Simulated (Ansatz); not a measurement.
Program: Ansatz. Geometries: PBE0-D4/def2-TZVP. ΔE: electronic, gas phase. CBS: MP2 limit from def2 TZ/QZ plus the TZ coupled-cluster correction, frozen cores. This one scheme is used for every species. DFT in def2-TZVPP. B3LYP here is the variant with VWN-RPA as its local correlation; programs differ in this. Each species was taken in one conformer, which may not be the lowest.

Reaction (formal exchange of groups at a C–O bond): `BCC(C)O` + CH₄ → `BCC(C)C` + H₂O

```csv
level,ΔE (kJ/mol),difference from CCSD(T)/CBS
PBE-D4,-19.9,8.1
r2SCAN-D4,-17.0,11.0
PBE0-D4,-22.8,5.2
B3LYP-D4,-16.7,11.3
CCSD/def2-TZVPP,-23.4,4.6
CCSD(T)/def2-TZVPP,-24.2,3.8
HF/def2-QZVPP,-10.3,17.7
SCS-MP2/def2-QZVPP,-27.2,0.8
HF/CBS(def2),-10.4,17.6
CCSD/CBS(def2),-27.2,0.8
CCSD(T)/CBS,-28.0,0
```

Largest T1 diagnostic among the species: 0.010.

From PBE to PBE0 (25 % exact exchange), in def2-TZVPP and without D4, ΔE moves by −3.3 kJ/mol. In def2-TZVPP, CCSD(T) changes the Hartree–Fock value by −14.8 kJ/mol (the triples alone add −0.8 kJ/mol) and MP2 by −20.9 kJ/mol. The D4 term adds −5.4 kJ/mol with B3LYP and −3.1 kJ/mol with PBE0; it sums over pairs of atoms, weighted by their polarisabilities, and B3LYP, whose exchange is more repulsive, gets the larger term.
